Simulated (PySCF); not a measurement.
Potential energy of SiSe along the bond

Set-up: PySCF, scalar-relativistic core potentials, basis sets Si cc-pV(D+d)Z, Se cc-pVDZ-PP with ECP10. Energies in eV from Si + Se in their ground configurations at the same level. All curves are PBE0. state 1: ¹Σ⁺ (singlet), closed shell; state 2: triplet, unpaired electrons π ↑↑, a mixture of terms (⟨Lz²⟩ = 2.0), a second solution, started from another occupation; state 3: ⁵Π (quintet), unpaired electrons σ ↑, π ↑↑↑, a second solution, started from another occupation.

| R (Å) | state 1 | state 2 | state 3 |
| --- | --- | --- | --- |
| 1.783 | -3.768 | 0.892 | 3.4955 |
| 1.866 | -4.698 | -0.540 | 2.0239 |
| 1.949 | -5.207 | -1.523 | 1.0037 |
| 2.011 | -5.386 | -2.036 | 0.4623 |
| 2.073 | -5.432 | -2.401 | 0.0690 |
| 2.135 | -5.376 | -2.649 | -0.2079 |
| 2.218 | -5.184 | -2.837 | -0.4395 |
| 2.322 | -4.815 | -2.906 | -0.5731 |
| 2.446 | -4.261 | -2.826 | -0.5914 |
| 2.612 | -3.442 | -2.556 | -0.5003 |

Q: Put a parabola through the three lowest points of the state 1 curve and estimate Re, k and ωe (reduced mass 20.72 u; 1 eV/Å² = 0.16022 mdyn/Å; ωe = 1302.8·√(k/μ) cm⁻¹).

A: Through R = 2.011, 2.073, 2.135 Å the second-order coefficient is 13.3 eV/Å², so Re ≈ 2.070 Å, k ≈ 4.25 mdyn/Å and ωe ≈ 590 cm⁻¹. A polynomial fit of higher order to the unrounded PBE0 energies gives Re = 2.067 Å, k = 4.30 mdyn/Å, ωe = 594 cm⁻¹; anharmonicity and rounding make the difference.

The higher-order fit for each curve: state 1: Re = 2.067 Å, ωe = 594 cm⁻¹, De = 5.43 eV; state 2: Re = 2.319 Å, ωe = 393 cm⁻¹, minimum 2.91 eV below the ground-state fragments; state 3: Re = 2.402 Å, ωe = 294 cm⁻¹, minimum 0.60 eV below the ground-state fragments.
